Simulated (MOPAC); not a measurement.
MOPAC input (PM6):

```
PM6 FORCE THERMO(298,298) PRECISE LET UHF MS=0.5 GEO-OK AUX(PRECISION=9) THREADS=1
C3H10NSi

C     1.15406201 1   -0.33684714 1   -1.41616608 1
Si    0.03831581 1    0.01639106 1   -0.00900514 1
C    -1.56394645 1    0.67018177 1   -0.69122345 1
C    -0.22217809 1   -1.56523583 1    0.93478265 1
N     0.73609202 1    1.19241675 1    1.03219939 1
H     1.90208481 1   -1.11035405 1   -1.38904982 1
H     1.12183833 1    0.21462063 1   -2.33999464 1
H    -1.98188809 1   -0.07550756 1   -1.38832817 1
H    -2.30062499 1    0.84131763 1    0.10638135 1
H    -1.42981744 1    1.61099666 1   -1.24192210 1
H    -0.93867149 1   -1.42930151 1    1.75717184 1
H     0.71289460 1   -1.95843806 1    1.35602249 1
H    -0.63122874 1   -2.32432026 1    0.24695664 1
H     1.35249661 1    0.98457873 1    1.79946155 1
H     0.62948668 1    2.18698909 1    0.92591651 1
```

From the output:

```
     H   15   0.006923   0.649913   4.561718

          HEAT OF FORMATION =     -15.631613 KCALS/MOLE

          ZERO POINT ENERGY      68.224 KCAL/MOL

           NORMAL COORDINATE ANALYSIS (Total motion = 1 Angstrom)

   Root No.       1         2         3         4         5         6         7         8

                 1 A"      2 A"      1 A'      3 A"      2 A'      4 A"      3 A'      4 A'

                  82.1     105.4     117.9     155.5     192.2     222.0     252.6     264.7

           1   -0.0000    0.0000    0.0002    0.0000   -0.0023   -0.0001   -0.0125    0.0421
           2    0.0168   -0.0127    0.0044   -0.0021   -0.0238    0.0413   -0.0249   -0.0098
           3   -0.0096    0.0073    0.0078    0.0012   -0.0417   -0.0235   -0.0437   -0.0172
           4   -0.0000    0.0000    0.0001    0.0000   -0.0030    0.0000   -0.0125    0.0400
           5    0.0016   -0.0006    0.0001   -0.0014   -0.0026   -0.0061    0.0182    0.0068
           6   -0.0009    0.0004    0.0002    0.0008   -0.0045    0.0035    0.0318    0.0117
           7   -0.0125    0.0009    0.0053    0.0009    0.0244   -0.0364    0.0247   -0.0228
           8    0.0053   -0.0008   -0.0017   -0.0023   -0.0122    0.0054    0.0074    0.0276
           9    0.0139   -0.0031   -0.0017    0.0030    0.0485    0.0124   -0.0287   -0.0048
          10    0.0125   -0.0009    0.0053   -0.0009    0.0243    0.0364    0.0247   -0.0228
          11   -0.0093    0.0023   -0.0006   -0.0037    0.0480   -0.0079   -0.0284   -0.0182
          12   -0.0117    0.0023   -0.0024    0.0005    0.0141   -0.0110   -0.0082    0.0212
          13    0.0000   -0.0000   -0.0104   -0.0000   -0.0407   -0.0000   -0.0184   -0.0483
          14   -0.0123    0.0101   -0.0018    0.0099   -0.0095   -0.0265    0.0173   -0.0096
          15    0.0070   -0.0058   -0.0031   -0.0056   -0.0166    0.0151    0.0304   -0.0166
          16   -0.0036    0.0042    0.0005    0.0067   -0.0023   -0.0507   -0.0132    0.0424
          17    0.0544   -0.0248    0.0053    0.1637   -0.0348    0.0600   -0.0485   -0.0205
          18    0.0524   -0.0088    0.0096    0.3021   -0.0609   -0.0600   -0.0857   -0.0359
          19    0.0035   -0.0041    0.0005   -0.0067   -0.0023    0.0505   -0.0131    0.0422
          20   -0.0174   -0.0050    0.0056   -0.1770   -0.0347    0.0823   -0.0491   -0.0206
          21   -0.0734    0.0258    0.0094   -0.2946   -0.0609   -0.0211   -0.0854   -0.0358
          22   -0.0665   -0.0962   -0.1159    0.0075    0.0294   -0.0653    0.0652   -0.0560
          23    0.0140    0.0362    0.0423   -0.0079   -0.0431   -0.0219    0.0764    0.0137
          24   -0.0174   -0.0718   -0.0858    0.0099    0.0698    0.0159   -0.0520   -0.0116
          25   -0.0163   -0.0058   -0.0031    0.0012    0.0262   -0.0411    0.0298   -0.0289
          26    0.0096   -0.0038   -0.0069   -0.0010   -0.0451    0.0528   -0.0328    0.1058
          27    0.0765    0.1183    0.1498   -0.0055    0.0635    0.0207   -0.0561   -0.0108
          28    0.0397    0.1048    0.1368   -0.0089    0.0492   -0.0561    0.0287   -0.0661
          29   -0.0065   -0.0343   -0.0409    0.0029    0.0392    0.0007   -0.0316   -0.0088
          30   -0.0119   -0.0608   -0.0727    0.0096    0.0724    0.0162   -0.0550   -0.0130
          31    0.0164    0.0059   -0.0034   -0.0012    0.0260    0.0410    0.0297   -0.0287
          32   -0.0610   -0.1038    0.1325    0.0042    0.0777    0.0090   -0.0317   -0.0633
          33   -0.0472   -0.0569    0.0703    0.0037   -0.0066   -0.0561   -0.0567    0.0855
          34   -0.0397   -0.1048    0.1368    0.0089    0.0492    0.0561    0.0286   -0.0661
          35    0.0069    0.0347   -0.0415   -0.0068    0.0425   -0.0135   -0.0312   -0.0069
          36    0.0117    0.0606   -0.0724   -0.0074    0.0704   -0.0089   -0.0553   -0.0144
          37    0.0665    0.0960   -0.1157   -0.0075    0.0292    0.0655    0.0653   -0.0560
          38    0.0223    0.0805   -0.0956   -0.0125    0.0820   -0.0247   -0.0835   -0.0173
          39   -0.0033    0.0052   -0.0071    0.0018   -0.0017    0.0107    0.0392    0.0059
          40    0.1785   -0.0774   -0.0118   -0.1003   -0.0547   -0.1116   -0.0276   -0.0918
          41    0.0144   -0.0015   -0.0020   -0.0052   -0.0118   -0.0458    0.0163   -0.0164
          42    0.0804   -0.0390   -0.0038   -0.0470   -0.0203    0.0004    0.0284   -0.0284
          43   -0.1785    0.0774   -0.0118    0.1003   -0.0547    0.1116   -0.0276   -0.0917
          44   -0.0623    0.0330   -0.0023    0.0381   -0.0116   -0.0234    0.0162   -0.0164
          45   -0.0530    0.0210   -0.0036    0.0282   -0.0204    0.0391    0.0285   -0.0285

   Root No.       9        10        11        12        13        14        15        16

                 5 A"      5 A'      6 A"      7 A"      6 A'      8 A"      7 A'      8 A'

                 265.9     521.9     571.3     579.1     666.4     667.5     674.4     692.5

           1   -0.0000    0.0046   -0.0000    0.0000    0.0057    0.0000   -0.0308    0.0597
           2   -0.0271    0.0013    0.0273   -0.0068   -0.0050   -0.0315    0.0014   -0.0009
           3    0.0155    0.0023   -0.0156    0.0039   -0.0088    0.0180    0.0023   -0.0016
           4   -0.0001    0.0015    0.0000    0.0000   -0.0020    0.0000   -0.0058    0.0002
           5    0.0330    0.0003   -0.0009   -0.0011   -0.0022   -0.0024   -0.0053    0.0014
           6   -0.0188    0.0006    0.0005    0.0006   -0.0038    0.0014   -0.0093    0.0025
           7    0.0120    0.0091    0.0154   -0.0045   -0.0142    0.0312    0.0114   -0.0314
           8    0.0286    0.0011   -0.0085    0.0072    0.0260    0.0096    0.0714   -0.0128
           9    0.0226   -0.0016    0.0093    0.0237    0.0230   -0.0003   -0.0309   -0.0165
          10   -0.0120    0.0091   -0.0154    0.0045   -0.0142   -0.0312    0.0115   -0.0314
          11   -0.0049   -0.0019   -0.0123   -0.0167    0.0065    0.0050   -0.0630   -0.0076
          12   -0.0361    0.0001    0.0027   -0.0183    0.0341   -0.0081    0.0457   -0.0195
          13    0.0001   -0.0630    0.0000   -0.0000    0.0026   -0.0000    0.0060   -0.0170
          14   -0.0428   -0.0076   -0.0002    0.0116   -0.0189    0.0037   -0.0097    0.0124
          15    0.0245   -0.0132    0.0001   -0.0066   -0.0331   -0.0021   -0.0172    0.0219
          16    0.0627    0.0047    0.1532   -0.0376    0.0081   -0.1304   -0.0305    0.0650
          17   -0.0646   -0.0148   -0.0709    0.0174    0.0289    0.0535   -0.0086    0.0013
          18    0.0352   -0.0256    0.0342   -0.0078    0.0548   -0.0222   -0.0162    0.0142
          19   -0.0626    0.0047   -0.1530    0.0375    0.0081    0.1303   -0.0305    0.0650
          20   -0.0633   -0.0144   -0.0659    0.0157    0.0325    0.0466   -0.0095    0.0116
          21    0.0379   -0.0258    0.0438   -0.0111    0.0528   -0.0350   -0.0156    0.0083
          22    0.0065   -0.0157   -0.0324    0.0614    0.0853   -0.0423   -0.0011    0.0145
          23   -0.0036   -0.0186   -0.0013    0.1433    0.1705   -0.0464   -0.0292   -0.0243
          24    0.0403    0.0002   -0.0172   -0.0361   -0.0272    0.0016    0.0249    0.0135
          25    0.0123    0.0022    0.0019    0.0024    0.0000    0.0127    0.0114   -0.0152
          26    0.0151    0.0522    0.1207   -0.0239   -0.0850    0.1664    0.0175   -0.1652
          27    0.0403    0.0021   -0.0130   -0.0371   -0.0235    0.0035    0.0274    0.0084
          28    0.0299   -0.0192   -0.0652   -0.0270    0.0107   -0.0345    0.0965    0.0581
          29    0.0706   -0.0107   -0.1001   -0.0998   -0.0335   -0.0300    0.2370    0.0942
          30    0.0427    0.0002   -0.0254   -0.0408   -0.0248   -0.0038    0.0544    0.0244
          31   -0.0122    0.0024   -0.0023   -0.0024   -0.0001   -0.0131    0.0113   -0.0156
          32   -0.0269   -0.0247    0.0726    0.0198    0.0230    0.0815    0.0144    0.0914
          33   -0.0337    0.0461   -0.0973    0.0395   -0.0852   -0.1450    0.0290   -0.1380
          34   -0.0298   -0.0192    0.0654    0.0272    0.0107    0.0346    0.0968    0.0584
          35   -0.0009    0.0055   -0.0288   -0.0155   -0.0043   -0.0119   -0.0736   -0.0267
          36   -0.0824   -0.0091    0.0990    0.1066   -0.0415    0.0278    0.2315    0.0935
          37   -0.0063   -0.0158    0.0323   -0.0617    0.0858    0.0424   -0.0013    0.0142
          38   -0.0365    0.0096    0.0142    0.1038   -0.1100   -0.0248    0.0361    0.0244
          39   -0.0174   -0.0159    0.0098   -0.1050    0.1329    0.0390   -0.0125   -0.0145
          40   -0.0711    0.3082    0.0014   -0.0382    0.0404    0.0102    0.0098    0.0118
          41   -0.0617    0.0522    0.0012   -0.0079   -0.0118    0.0024   -0.0092    0.0162
          42    0.0928    0.0931   -0.0111    0.0987   -0.0250    0.0252   -0.0144    0.0320
          43    0.0716    0.3082   -0.0014    0.0383    0.0404   -0.0102    0.0099    0.0115
          44   -0.1111    0.0543    0.0102   -0.0889   -0.0154   -0.0205   -0.0076    0.0202
          45    0.0059    0.0919    0.0046   -0.0435   -0.0229   -0.0148   -0.0153    0.0307

   Root No.      17        18        19        20        21        22        23        24

                 9 A"      9 A'     10 A"     10 A'     11 A'     11 A"     12 A'     12 A"

                 692.7     780.0     879.2     890.8     969.6    1206.0    1216.4    1220.7

           1    0.0002    0.0024    0.0000   -0.0952    0.0390   -0.0000   -0.0075   -0.0000
           2    0.0046   -0.0360   -0.0174   -0.0084   -0.0107    0.0005    0.0002    0.0008
           3   -0.0027   -0.0631    0.0099   -0.0145   -0.0187   -0.0003    0.0003   -0.0005
           4   -0.0000   -0.0032   -0.0001    0.0677   -0.0421   -0.0000    0.0018    0.0000
           5    0.0122   -0.0046    0.0578    0.0175    0.0378    0.0041    0.0015   -0.0008
           6   -0.0070   -0.0081   -0.0330    0.0305    0.0663   -0.0024    0.0026    0.0004
           7   -0.0063    0.0127   -0.0111   -0.0241    0.0049   -0.0114   -0.0106   -0.0159
           8   -0.0390    0.0055   -0.0497   -0.0251   -0.0158   -0.0406   -0.0360    0.0049
           9   -0.0158   -0.0044    0.0117   -0.0098   -0.0138   -0.0022   -0.0032   -0.0159
          10    0.0062    0.0127    0.0113   -0.0242    0.0049    0.0115   -0.0107    0.0159
          11   -0.0063   -0.0065   -0.0354    0.0043   -0.0038   -0.0187    0.0155    0.0162
          12    0.0415    0.0025    0.0368   -0.0266   -0.0207    0.0361   -0.0326    0.0038
          13   -0.0001   -0.0154    0.0000   -0.0027    0.0360    0.0000    0.0008    0.0000
          14    0.0427    0.0158   -0.0214   -0.0106   -0.0479    0.0006   -0.0007    0.0004
          15   -0.0243    0.0278    0.0122   -0.0186   -0.0841   -0.0004   -0.0012   -0.0002
          16    0.0145    0.0068   -0.0686   -0.1052    0.0490    0.0012    0.0374    0.0033
          17   -0.0050    0.1411    0.0285    0.0449    0.0275   -0.0004   -0.0230   -0.0010
          18    0.0003    0.2537   -0.0136    0.0494    0.0698   -0.0001    0.0121    0.0007
          19   -0.0141    0.0068    0.0685   -0.1052    0.0489   -0.0012    0.0373   -0.0033
          20   -0.0028    0.1467    0.0264    0.0195    0.0461   -0.0002    0.0222   -0.0012
          21    0.0041    0.2505   -0.0177    0.0639    0.0592    0.0003   -0.0137    0.0005
          22   -0.0496   -0.0141   -0.0126   -0.0097   -0.0499    0.0678    0.0753    0.1799
          23   -0.1204   -0.0262   -0.0206   -0.0374   -0.1023    0.1255    0.1121   -0.0418
          24    0.0202    0.0025   -0.0008    0.0092    0.0221   -0.0517   -0.0398    0.1084
          25   -0.0080    0.0056   -0.0068   -0.0090   -0.0001   -0.0168   -0.0166   -0.0203
          26   -0.0228    0.0615   -0.0391   -0.1278    0.0270    0.1454    0.1345    0.0591
          27    0.0102    0.0046   -0.0056    0.0016    0.0037    0.0077    0.0228    0.1442
          28   -0.0031   -0.0038   -0.0528    0.0205    0.0051    0.0560    0.0462    0.0285
          29    0.0026    0.0058   -0.1214    0.0318    0.0174    0.1261    0.1060   -0.0701
          30    0.0086    0.0018   -0.0288    0.0108    0.0073    0.0661    0.0563   -0.0651
          31    0.0079    0.0057    0.0069   -0.0094   -0.0000    0.0164   -0.0163    0.0203
          32   -0.0198   -0.0273   -0.0150    0.0663   -0.0105    0.0673   -0.0488   -0.0941
```
